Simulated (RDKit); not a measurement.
Job for RDKit: UFF on H4O2Si (SMILES O[SiH2]O).

```python
from rdkit import Chem
from rdkit.Chem import AllChem, rdDetermineBonds

blocks = [
'''7

O    -0.04742771    1.04059696    1.31714254
Si   -0.63688943    0.35662861   -0.03988783
O     0.39431490    0.50732271   -1.31815438
H     0.11139915    0.46930399    2.10347644
H    -1.86126226    1.04050751   -0.49612203
H    -0.91253385   -1.08148378    0.23563361
H     1.31175691    0.25786759   -1.18255999
''',
]
mol = None
for b in blocks:
    f = Chem.MolFromXYZBlock(b)
    rdDetermineBonds.DetermineBonds(f, charge=0)
    mol = f if mol is None else Chem.CombineMols(mol, f)
Chem.SanitizeMol(mol)
print(Chem.MolToSmiles(Chem.RemoveHs(mol)))
ff = AllChem.UFFGetMoleculeForceField(mol, vdwThresh=100.0, ignoreInterfragInteractions=False)
e = ff.CalcEnergy()
print(f'UFF energy {e:.6f} kcal/mol')
```

Program output:

```
O[SiH2]O
UFF energy 12.318676 kcal/mol
```

The run finished.

Cost: roughly 0.020 core-seconds.
